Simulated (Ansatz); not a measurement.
Relaxation of CH₈BClNP (13 atoms, charge 0, multiplicity 1), to a largest force component of 0.03 eV/Å in at most 50 steps.

Method: RKS PBE-D4/def2-SVP (Ansatz 0.2.0).

```xyz
13
Properties=species:S:1:pos:R:3
B -0.097 -0.346 -0.145
Cl -0.056 -1.046 1.557
N 1.151 -0.144 -0.748
H 2.032 -0.409 -0.306
H 1.249 0.287 -1.668
C -1.484 -0.096 -0.836
H -2.032 -1.055 -0.939
H -2.122 0.566 -0.215
H -1.393 0.365 -1.841
P 0.354 2.585 0.819
H 0.386 3.569 1.874
H 1.786 2.606 0.662
H 0.395 1.485 1.728
```

Where does it end, and by what steps?

The run converged. The force dipped under the threshold on the way, but the program's further checks kept it going. After 12 steps the energy has fallen by 0.094 eV; H13 moved furthest, 0.35 Å.

```tsv
step	energy less start (eV)	largest force component (eV/Å)	accepted
0	0.0000	0.532	yes
1	-0.0720	0.429	yes
2	-0.0328	0.691	no
3	-0.0881	0.064	yes
4	-0.0890	0.042	yes
5	-0.0905	0.022	yes
6	-0.0918	0.079	yes
7	-0.0927	0.042	yes
8	-0.0932	0.024	yes
9	-0.0931	0.122	no
10	-0.0938	0.026	yes
11	-0.0938	0.075	yes
12	-0.0941	0.029	yes
```

```xyz
13
Properties=species:S:1:pos:R:3
B -0.113 -0.515 -0.203
Cl -0.047 -1.352 1.392
N 1.114 -0.159 -0.779
H 2.015 -0.367 -0.348
H 1.174 0.335 -1.669
C -1.511 -0.205 -0.855
H -2.110 -1.133 -0.962
H -2.096 0.466 -0.192
H -1.435 0.280 -1.849
P 0.515 2.814 0.827
H 0.524 3.838 1.844
H 1.934 2.589 0.960
H 0.204 1.777 1.777
```

Whether the end is a true minimum wasn't checked by a vibrational analysis.

The run took 17 s on 4 threads of Arm Neoverse V2, on a shared host, peak memory 0.19 GiB.
